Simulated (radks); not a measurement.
Results of a calculation; reference values are marked as such.
Q: The mean radii <r> (bohr) of the occupied orbitals of an atom or ion are listed with their occupations. Code: a radial shooting solver on a logarithmic mesh with Libxc functionals. Model: Dirac Kohn-Sham, PBE, spin-unpolarised, spherical densities, point nucleus.

| orbital | occ. | <r> |
|---|---|---|
| 1s1/2 | 2 | 0.04029 |
| 2s1/2 | 2 | 0.1775 |
| 2p1/2 | 2 | 0.1523 |
| 2p3/2 | 4 | 0.1563 |
| 3s1/2 | 2 | 0.5103 |
| 3p1/2 | 2 | 0.5115 |
| 3p3/2 | 4 | 0.5219 |
| 3d3/2 | 4 | 0.5225 |
| 3d5/2 | 6 | 0.5263 |
| 4s1/2 | 2 | 1.423 |
| 4p1/2 | 2 | 1.617 |
| 4p3/2 | 3 | 1.648 |

Name the element and its charge. Open shells, if any, fill j = l - 1/2 first.

A: Z = 37, rubidium, charge +2: Rb2+ in [Ar] 3d10 4s2 4p5. The 1s radius gives Z: for a bare nucleus <r> = (2 gamma + 1)/(2Z) with gamma = sqrt(1 - (Z/c)^2), 0.03954 bohr for Z = 37, and screening makes it slightly larger (0.04029 here). The occupations add up to 35, and the charge is Z minus that.
